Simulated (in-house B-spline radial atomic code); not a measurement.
Configurations of Sc5+, with energies counted from [Ne] 3s2 3p4. Computed with a B-spline radial code for spherical atoms: scalar-relativistic (X2C) B97-1, spin-polarised, spherical fractional occupations, exact exchange averaged over the configuration, Fermi nucleus of rms radius 3.5459 fm. Shells without spins written out take the highest spin.

```json
{"configuration": "[Ne] 3s1 3p5", "E - E(ref) (eV)": "23.236", "highest orbital": "3p down", "its <r> (bohr)": "1.062"}
{"configuration": "[Ne] 3s2 3p3 3d1", "E - E(ref) (eV)": "29.228", "highest orbital": "3d up", "its <r> (bohr)": "1.107"}
{"configuration": "[Ne] 3s1 3p4 4s1", "E - E(ref) (eV)": "77.373", "highest orbital": "4s up", "its <r> (bohr)": "2.228"}
{"configuration": "[Ne] 3s2 3p3 4f1", "E - E(ref) (eV)": "78.548", "highest orbital": "4f up", "its <r> (bohr)": "2.742"}
```

Order these further configurations by energy, lowest first.
A. [Ne] 3s2 3p3 4p1
B. [Ne] 3s1 3p4 3d1
C. [Ne] 3s2 3p3 4s1
D. [Ne] 3s1 3p4 4d1

B (51.683 eV), C (54.57 eV), A (61.625 eV), D (94.687 eV).
